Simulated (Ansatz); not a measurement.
Consider the cleavage of the In–Si bond: `[SiH3][SiH2][InH2]` + H₂S → `[SH][InH2]` + disilane.

Isolated molecules relaxed with PBE0-D4/def2-TZVP in Ansatz; ΔE leaves out vibrations. CCSD(T)/CBS adds triple-zeta CCSD(T) − MP2 to the extrapolated MP2 energy (def2 sets, frozen cores). This one scheme is used for every species. Functionals use def2-TZVPP. def2 core potentials past Kr. For In outer-core shells are correlated without core-valence functions, which leaves a few kJ/mol of doubt a bond.

```tsv
level	ΔE (kJ/mol)
BLYP-D4	-64.8
r2SCANh-D4	-65.4
PBE	-60.0
r2SCAN	-66.6
r2SCANh	-66.3
LC-ωPBE	-63.6
CCSD/def2-SVP	-62.6
MP2/def2-TZVPP	-67.1
```

What does CCSD(T)/CBS give? (Best estimate.)

Ansatz gave: -65.0 kJ/mol. The listed levels differ from it by 0.2, -0.4, 5.0, -1.6, -1.3, 1.4, 2.4, -2.1 kJ/mol.

Largest T1 diagnostic among the species: 0.014.

The D4 term adds +3.6 kJ/mol with B3LYP and +2.2 kJ/mol with PBE0; it sums over pairs of atoms, weighted by their polarisabilities, and B3LYP, whose exchange is more repulsive, gets the larger term. Leaving LDA and LC-ωPBE aside and taking each functional with its dispersion term where it has one, the values, not all of them listed here, spread over 11.5 kJ/mol, from B2PLYP to PBE-D4. From BLYP to BHLYP (50 % exact exchange), in def2-TZVPP and without D4, ΔE moves by −3.6 kJ/mol.

B3LYP here is the variant with VWN-RPA as its local correlation; programs differ in this.
